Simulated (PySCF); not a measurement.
Gas-phase thermal properties of CdF₂

Energies from PySCF, thermal terms from the rigid-rotor harmonic-oscillator model, ideal gas at 1 bar. All species are closed-shell singlets. Cd: scalar-relativistic def2 core potential, no spin-orbit coupling. The harmonic model lacks anharmonicity and excited electronic states, which grow with temperature; levels with a mode under 35 cm⁻¹ are left out.

| level | point group | σ | ZPE (kJ/mol) | S°298 (J/mol/K) | Cp298 (J/mol/K) | S°1000 (J/mol/K) | H1000 − H298 (kJ/mol) |
|---|---|---|---|---|---|---|---|
| PBE/def2-SVP | D∞h | 2 | 8.9 | 263.0 | 53.7 | 333.8 | 41.6 |
| PBE0/def2-TZVP | D∞h | 2 | 8.8 | 263.0 | 53.8 | 333.9 | 41.6 |
σ: rotational symmetry number. Electronic degeneracy used: 1. Frequencies are unscaled.
